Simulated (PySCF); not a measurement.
# Ionisation energy of Sb²⁺ by level of theory

Sb²⁺ [Kr] 4d10 5s2 5p1 (2P) → Sb³⁺ [Kr] 4d10 5s2 (1S), as a difference of total energies. Computed with PySCF 2.14 in def2-QZVPPD with the def2 core potential (28 electrons), with a scalar-relativistic core potential. Correlated levels: valence: 4s2 4p6 4d10 frozen; valence and next inner shell: nothing frozen outside the core potential. The calculations carry no spin-orbit coupling.

```tsv
method	ionisation energy (eV)
UHF	24.150
LDA	24.927
PBE	24.706
PBE0	24.742
r2SCAN	24.884
wB97X-V	24.619
B97-3	24.533
BLYP	24.663
M06-L	24.362
MP2 (valence)	24.403
SCS-MP2 (valence)	24.398
MP2 (valence and next inner shell)	24.606
SCS-MP2 (valence and next inner shell)	24.540
```

Q: How much does correlation contribute at MP2 (valence and next inner shell)?

A: 24.606 − (24.150) = 0.456 eV, measured against UHF.

The reference lies between the lowest fine-structure levels, while these numbers refer to the centres of the terms.

Errors of the correlated levels include the incompleteness of this basis and the frozen core.

For comparison: 25.323 eV (measured; NIST Atomic Spectra Database, ionization energies).
